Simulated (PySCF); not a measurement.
## Al²⁺ (aluminium, charge +2) across methods

[Ne] 3p1, 2P determinant (an excited configuration). All numbers are calculated (PySCF 2.14, the non-relativistic Hamiltonian (point nucleus), in aug-cc-pV(T+d)Z with one added diffuse shell each of s, p, d, f type (7s6p5d3f, 71 functions)).

```json
{"method": "LDA", "E (hartree)": "-240.1641", "mean ε 2p α (eV)": "-91.934", "mean ε 2p β (eV)": "-91.755", "mean ε 3p α (eV)": "-18.691", "Σ⟨r²⟩ (bohr²)": "11.03", "⟨S²⟩": "0.750"}
{"method": "PBEsol", "E (hartree)": "-240.6102", "mean ε 2p α (eV)": "-91.712", "mean ε 2p β (eV)": "-91.541", "mean ε 3p α (eV)": "-18.709", "Σ⟨r²⟩ (bohr²)": "11.08", "⟨S²⟩": "0.750"}
{"method": "wB97M-V", "E (hartree)": "-241.2119", "mean ε 2p α (eV)": "-98.954", "mean ε 2p β (eV)": "-98.741", "mean ε 3p α (eV)": "-21.081", "Σ⟨r²⟩ (bohr²)": "11.21", "⟨S²⟩": "0.750"}
{"method": "r2SCAN", "E (hartree)": "-241.2067", "mean ε 2p α (eV)": "-93.546", "mean ε 2p β (eV)": "-93.378", "mean ε 3p α (eV)": "-18.866", "Σ⟨r²⟩ (bohr²)": "11.10", "⟨S²⟩": "0.750"}
{"method": "PBE", "E (hartree)": "-241.0904", "mean ε 2p α (eV)": "-91.886", "mean ε 2p β (eV)": "-91.710", "mean ε 3p α (eV)": "-18.835", "Σ⟨r²⟩ (bohr²)": "11.08", "⟨S²⟩": "0.750"}
{"method": "revPBE", "E (hartree)": "-241.1838", "mean ε 2p α (eV)": "-91.833", "mean ε 2p β (eV)": "-91.670", "mean ε 3p α (eV)": "-18.850", "Σ⟨r²⟩ (bohr²)": "11.11", "⟨S²⟩": "0.750"}
{"method": "PBE0", "E (hartree)": "-241.1127", "mean ε 2p α (eV)": "-96.658", "mean ε 2p β (eV)": "-96.439", "mean ε 3p α (eV)": "-19.608", "Σ⟨r²⟩ (bohr²)": "11.13", "⟨S²⟩": "0.750"}
{"method": "UHF", "E (hartree)": "-240.78868", "mean ε 2p α (eV)": "-109.76", "mean ε 2p β (eV)": "-109.40", "mean ε 3p α (eV)": "-21.496", "Σ⟨r²⟩ (bohr²)": "11.42", "⟨S²⟩": "0.750"}
```
